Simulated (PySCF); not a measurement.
Q: Write Cartesian coordinates for Ge(vinyl)H3, `[H][Ge]([H])([H])[CH]=C` as optimised with PBE0-D3(BJ)/def2-SVP.

A: 
```xyz
9
C2H6Ge angstrom
Ge    -0.179    0.319   -1.282
C     -0.197    0.310    0.663
C      0.372   -0.638    1.413
H     -0.708    1.139    1.167
H      0.899   -1.494    0.976
H      0.338   -0.606    2.508
H      1.269    0.316   -1.810
H     -0.897    1.580   -1.798
H     -0.897   -0.926   -1.838
```

Orientation and origin are arbitrary. Atoms count from 1 in this order. Ge1 (germanium bonded to C and 3 H) is tetrahedral (angles from 108.2° to 110.6°).

Bonds between heavy atoms (Å): Ge1–C2 1.946, C2–C3 1.335.

Level of theory: PBE0-D3(BJ)/def2-SVP geometry optimisation, gas phase (PySCF 2.14.0).

Point group: Cs (tolerance 0.08 Å). Stationary, but not proved a minimum. The numbers are those of one conformer (Ge1–C2–C3–H 0° and 180°).

Time: 12 s. Hardware: an Arm Neoverse V2 with one thread, no GPU, on a shared host. These figures are those of the optimisation.
